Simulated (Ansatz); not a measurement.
C₂H₄Zn, SMILES `C=[CH][ZnH]`. Total charge 0; spin multiplicity 1.

```json
{"atom": "C1", "x (Å)": "0.684", "y (Å)": "-0.772", "z (Å)": "0.615"}
{"atom": "C2", "x (Å)": "-0.393", "y (Å)": "-0.018", "z (Å)": "0.392"}
{"atom": "Zn3", "x (Å)": "-0.631", "y (Å)": "1.086", "z (Å)": "-1.173"}
{"atom": "H4", "x (Å)": "1.521", "y (Å)": "-0.822", "z (Å)": "-0.077"}
{"atom": "H5", "x (Å)": "0.791", "y (Å)": "-1.386", "z (Å)": "1.509"}
{"atom": "H6", "x (Å)": "-1.165", "y (Å)": "-0.050", "z (Å)": "1.161"}
{"atom": "H7", "x (Å)": "-0.807", "y (Å)": "1.962", "z (Å)": "-2.427"}
```

Problem. List the harmonic frequencies (cm⁻¹, unscaled) at PBE0-D4/def2-TZVP in Ansatz. (Best estimate.)

Solution. The calculation gave: 203, 367, 475, 535, 562, 997, 1009, 1067, 1283, 1443, 1648, 1912, 3102, 3118, 3182.

Problem. Is this a minimum?

Solution. Yes, all 15 modes are real.

Problem. Give the ideal-gas thermochemistry at 298.15 K and 1 bar (rigid rotor, harmonic oscillator; point group Cs, symmetry number 1).

Solution. Zero-point energy 125.0 kJ/mol; H(298) − E = 139.3 kJ/mol; entropy 286.1 J/(mol·K), of which translation 165.4, rotation 98.3, vibration 22.3; G(298) − E = 54.0 kJ/mol.

Problem. And at 400, 500, 600, 800 and 1000 K?

Solution. 
| T (K) | H − E (kJ/mol) | S (J/mol/K) | G − E (kJ/mol) |
| --- | --- | --- | --- |
| 400 | 146.8 | 307.8 | 23.7 |
| 500 | 155.4 | 326.9 | -8.0 |
| 600 | 164.9 | 344.2 | -41.6 |
| 800 | 186.1 | 374.6 | -113.6 |
| 1000 | 209.6 | 400.8 | -191.2 |

Problem. Rotational constants (cm⁻¹)?

Solution. 1.805, 0.1334, 0.1242.
